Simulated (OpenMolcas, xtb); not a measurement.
**How methods differ on SnGeH6 (SMILES [GeH3][SnH3])**

SnGeH6: 8 atoms, total charge 0, spin state singlet. As SMILES, `[GeH3][SnH3]`. Geometry: relaxed at PBE0-D4/def2-TZVP.

Each level gives the vertical energy of the triplet above the singlet (eV). The values are calculated.

```
                           level             kind     program  value (eV)
                        GFN0-xTB   semi-empirical         xtb        6.62
                        GFN1-xTB   semi-empirical         xtb        5.46
    HF/def2-SVP (core potential)     Hartree–Fock  OpenMolcas        6.60
 SVWN5/def2-SVP (core potential)              LDA  OpenMolcas        5.72
  BLYP/def2-SVP (core potential)              GGA  OpenMolcas        5.68
   PBE/def2-SVP (core potential)              GGA  OpenMolcas        5.73
r2SCAN/def2-SVP (core potential)         meta-GGA  OpenMolcas        5.89
M06-2X/def2-SVP (core potential)  hybrid meta-GGA  OpenMolcas        5.92
```

Spin-orbit coupling, which can split open shells on such heavy atoms by tenths of an eV, is left out. The values span 5.46 to 6.62 eV. GFN0-xTB, GFN1-xTB: no spin polarisation, so open shells miss the exchange term that lowers them. A triplet this far above the singlet is often a Rydberg-like or dissociative state; sets without diffuse functions put Rydberg states too high. The upper state's dipole differs much between rows, so they may not all be the same state.
